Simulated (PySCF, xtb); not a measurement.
C₄H₄ClF, SMILES C=C(F)/C=C\Cl.

GFN2-xTB (xtb) at its own geometry gives an orbital gap of 3.31 eV and a dipole moment of 2.78 D.

Geometry: B3LYP-D3(BJ)/def2-SVP. The structure was generated by enumeration; whether it is a known compound was not checked. One conformer was computed; it need not be the lowest.

What does PBE/def2-TZVP in PySCF give? (An estimate is asked for; the answer gives what the named calculation found.)

gap 3.58 eV (levels -5.85 and -2.27 eV), dipole 2.19 D.
